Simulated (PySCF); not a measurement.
How methods differ on the excitation energy of Mg

Mg [Ne] 3s2 (1S) → Mg [Ne] 3s1 4s1 (3S), as a difference of total energies. Calculation: PySCF 2.14, in aug-cc-pVTZ; the non-relativistic Hamiltonian (point nucleus). Correlated levels: valence: [Ne] frozen. The calculations carry no spin-orbit coupling.

```json
{"method": "UHF", "excitation energy (eV)": "4.209"}
{"method": "MP2 (valence)", "excitation energy (eV)": "4.802"}
{"method": "SCS-MP2 (valence)", "excitation energy (eV)": "4.966"}
{"method": "CCSD (valence)", "excitation energy (eV)": "5.014"}
```

Errors of the correlated levels include the incompleteness of this basis and the frozen core.

With two correlated electrons CCSD is exact in that space.

Problem. Which method comes closest to the reference value, and which is furthest?

Solution. The reference is 5.108 eV (measured; NIST levels). Closest: CCSD (valence) (error -0.094 eV); furthest: UHF (error -0.899 eV).
